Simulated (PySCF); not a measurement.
# Two-dimensional NMR puzzle

Compound of formula C$_{6}$H$_{7}$NO. Correlations simulated from computed shifts and couplings:

HSQC (one-bond C–H):
```
  δH     δC  1J(C,H) (Hz)
8.33  140.3           187
7.37  128.1           168
6.84  115.8           172
6.82  114.5           169
4.90   64.9           148
```

COSY cross peaks (|J| ≥ 2 Hz):
```
  δH    δH  abs. J (Hz)  bonds
8.33  6.84          5.6      3
7.37  6.84          8.1      3
7.37  6.82          8.7      3
```

HMBC (two and three bonds, |J| ≥ 2.5 Hz):
```
  δH                       δC [abs. J in Hz]
8.33  152.6 [10.1], 128.1 [6.8], 115.8 [9.0]
7.37                152.6 [7.0], 140.3 [7.4]
6.84                140.3 [4.2], 114.5 [7.1]
6.82    152.6 [3.8], 115.8 [6.7], 64.9 [2.9]
4.90                             152.6 [4.5]
```

Carbons without hydrogens: δ 152.6.

[PySCF: geometry: PBE0-D3(BJ)/def2-SVP; J couplings at B3LYP/pcJ-1 (spin–dipole term only in couplings to heteroatoms); KT3/pcSseg-1 with gauge-including orbitals; equivalent nuclei averaged; isolated molecule; no relativistic terms; one computed conformer]

References, each an isolated molecule treated in the same way: 1H (σ = 31.32 ppm), 13C (σ = 182.31 ppm) against TMS.

Exchangeable hydrogens are left out of these lists, and C,H couplings along chains are those of one rotamer, so weak HMBC peaks may be missing or extra.

Assemble the structure.

Results:

SMILES OCc1ccccn1.

Numbering as in the mapped SMILES `[OH:1][CH2:2][c:3]1[cH:4][cH:5][cH:6][cH:7][n:8]1` (H(Xn): hydrogen on atom n).

δC 152.6 is C3, a substituted aromatic carbon next to a ring nitrogen. δC 140.3 is C7, an aromatic CH next to a ring nitrogen (δH 8.33). δC 128.1 is C5, an aromatic CH (δH 7.37). δC 115.8 is C6, an aromatic CH (δH 6.84). δC 114.5 is C4, an aromatic CH (δH 6.82). δC 64.9 is C2, an sp3 CH2 bonded to O, on an aromatic ring (δH 4.90). HMBC from δH 8.33 reaches the proton-free carbon C3. HMBC from δH 7.37 reaches the proton-free carbon C3. HMBC from δH 6.82 reaches the proton-free carbon C3. HMBC from δH 4.90 reaches the proton-free carbon C3. COSY links 8.33–6.84, 7.37–6.84, 7.37–6.82.

This is the structure that produced the data.

The OH or NH signal is concentration- and solvent-dependent in practice; the value given is the gas-phase one. Unscaled 3J(H,H) at this level run about 10 % above measured values. Shifts are as computed, not scaled to solution data. Of 1211 compounds with measured shifts, 218 miss one by over three times the rms of a fit or turn the order of signals round; such compounds aren't used in these exercises.
